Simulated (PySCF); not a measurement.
## Bond length, frequency and bond energy of LaI by level of theory

State: triplet, about 0.0 electrons in the 4f shell (Mulliken). Set-up: PySCF, spin-free X2C with a Gaussian nucleus, basis sets La x2c-SVPall, I x2c-SVPall. De refers to La (5d1 6s2) + I in their high-spin ground configurations, without counterpoise correction. The functionals are run spin-unrestricted. A positive dipole means La(−)I(+).

```tsv
Level	Re (Å)	ωe (cm⁻¹)	De (eV)	μ (D)
UHF	3.046	164	n/a	-6.04
UHF-MP2	2.947	179	n/a	n/a
UHF-SCS-MP2	2.967	176	n/a	n/a
UHF-CCSD	2.972	175	n/a	n/a
UHF-CCSD(T)	2.964	177	n/a	n/a
PBE	2.923	178	n/a	-4.35
r²SCAN	2.941	178	n/a	-5.13
TPSSh	2.938	177	n/a	-5.23
PBE0	2.927	179	n/a	-5.07
BHandHLYP	2.968	174	n/a	-5.46
```

The bond length runs from 2.923 Å (PBE) to 3.046 Å (UHF).

Correlated steps freeze 36 core orbitals. These are scalar-relativistic numbers at best; spin–orbit coupling would shift them, the dissociation energy most. The state is the lowest single determinant that the PBE0 search found; with open d or f shells the true ground state can be another one.

The whole job (state search and all levels along the bond) took about 13 min on 2 threads of Arm Neoverse V2 (shared host), peak memory 2.8 GiB.
